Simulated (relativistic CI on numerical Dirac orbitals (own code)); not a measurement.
# One change at a time: Ni²⁴⁺

Base calculation: Dirac-Coulomb-Breit CI, KLI orbitals optimised for each configuration, QED by a radiative potential, unscaled Slater integrals.

Configurations in the expansion (outside the closed core 1s2): 2s2, 2s 2p, 2p2, 2p 3s, 2p 3p, 2s 3s, 2s 3p, 2s 3d, 2s 4s, 2s 4p, 2s 4d, 2s 4f, 3s2, 3s 3p, 3p2. Levels of other configurations are missing.

Variants: (1) Breit term removed; (2) one mean potential for all configurations. Shifts of the energy above 2s2 1S_0, in eV, for the lowest level and the first level of each name with at least 55 % of one term (blank where a level changes its place among those of its configuration and J or its character, or is not in the variant):

```csv
Level,Base,Δ(1),Δ(2)
2s2 1S_0,0.00,0.00,0.00
2s 2p 3P°_0,47.09,-0.74,-0.01
2s 2p 3P°_1,52.08,-0.44,-0.01
2s 2p 3P°_2,68.23,+0.15,-0.01
2s 2p 1P°_1,106.72,-0.07,-0.02
2p2 3P_0,130.58,-1.25,+0.05
2p2 3P_1,143.52,-0.75,+0.04
2p2 3P_2,150.25,-0.26,+0.05
2p2 1D_2,171.71,+0.08,+0.04
2p2 1S_0,201.30,-0.52,+0.02
2s 3s 3S_1,1298.35,+0.58,+0.10
2s 3s 1S_0,1307.69,+0.52,+0.02
2s 3p 3P°_0,1321.59,+0.30,+0.03
2s 3p 3P°_1,1321.71,+0.40,+0.04
```

At this charge energies of transitions that change n are usually good to better than 1 %, and those within a shell (Δn = 0) to a few per cent.

Ionisation energy from the two ground configurations alone: base 2288.46 eV; Breit term removed 2289.26 eV. The NIST ASD value (semi-empirical) is 2295.6 eV.

LS names give the leading component of a level, which can be under half, so a name can repeat, a term be missing and a line seem to break the LS rules.
